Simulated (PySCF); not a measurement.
A side-by-side comparison of computed properties.

First species: C₆H₁₄N₂.
SMILES: `C=CCN(N)C(C)C`

Second species: C₆H₅F₃O.
SMILES with atom numbers: `[O:1]=[C:2]1[CH:3]=[CH:4][CH2:5][C@@H:6]1[C:7]([F:8])([F:9])[F:10]` (hydrogens: H11 on C3; H12 on C4; H13, H14 on C5; H15 on C6)

Levels: PBE0/pcSseg-1 for dipole moment, HOMO energy, LUMO energy and HOMO–LUMO gap; GFN2-xTB for rotational constant A and rotational constant C. Geometries: GFN2-xTB. Each structure is a single optimised conformer of the isolated species, non-relativistic unless stated; the electronic structure was computed with PySCF and density fitting.

The conformers computed, where there is a choice (atom-mapped SMILES and torsion angles):
- `[CH2:1]=[CH:2][CH2:3][N:4]([NH2:5])[CH:6]([CH3:7])[CH3:8]`: C1–C2–C3–N4 19°, C2–C3–N4–N5 74°, C3–N4–C6–C7 -70°, H–N5–N4–C3 45°, H–N5–N4–C3 -74°
- `[O:1]=[C:2]1[CH:3]=[CH:4][CH2:5][C@@H:6]1[C:7]([F:8])([F:9])[F:10]`: C5–C6–C7–F8 61°

(1) Which of the two has the higher HOMO energy, and by how much?

(2) Which has the higher LUMO energy?

(3) Which has the higher rotational constant A?

(4) Which has the higher dipole moment?

(5) Which of the two has the higher HOMO–LUMO gap, and by how much?

(6) Which has the higher rotational constant C?

Answers

(1) The first: -6.30 eV against -7.69 eV, a difference of 1.39 eV.

(2) The first: 0.32 eV against -1.89 eV, a difference of 2.21 eV.

(3) The first: 3.702 GHz against 2.130 GHz, a difference of 1.572 GHz.

(4) The second: 4.56 D against 1.56 D, a difference of 3.00 D.

(5) The first: 6.62 eV against 5.80 eV, a difference of 0.82 eV.

(6) The first: 1.123 GHz against 0.959 GHz, a difference of 0.164 GHz.

On the first: The dipole equals about 5.2 × 10⁻³⁰ C·m (1 D = 3.33564 × 10⁻³⁰ C·m). A dipole of 1.56 D is allowed in C1, and pure rotational transitions are dipole-allowed.

On the second: The dipole equals about 15.2 × 10⁻³⁰ C·m (1 D = 3.33564 × 10⁻³⁰ C·m). A dipole of 4.56 D is allowed in C1, and pure rotational transitions are dipole-allowed.
